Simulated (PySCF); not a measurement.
Computed IR spectrum (relative IR intensity) of a molecule C2H8O2Si. The structure is a stationary point at PBE0-D3(BJ)/def2-SVP. One conformer was computed; it need not be the lowest. Computed with PBE0-D3(BJ)/def2-SVP in PySCF. Frequencies are harmonic and unscaled.

Lines under 2 % of the strongest are left out, and lines within 2 cm⁻¹ are merged.

```
ν (cm⁻¹)  relative intensity
--------  ------------------
55                       5.4
83                        15
150                      4.0
258                       34
283                       18
327                       11
372                       14
643                       13
678                       15
754                      100
766                       40
819                       43
871                      6.9
928                       57
947                       41
981                       13
988                       39
1065                     8.4
1271                     6.3
1424                     2.3
1475                     2.8
1478                     2.9
2192                      72
3051                      12
3062                     3.0
3138                     8.7
3152                     6.1
3946                      30
3952                      45
```

Task: Pick the molecule that these values belong to.
A. CO[SiH2]CO
B. C[C@H](O)[SiH2]O
C. COC[SiH2]O
D. CC[SiH](O)O

Result: D, CC[SiH](O)O
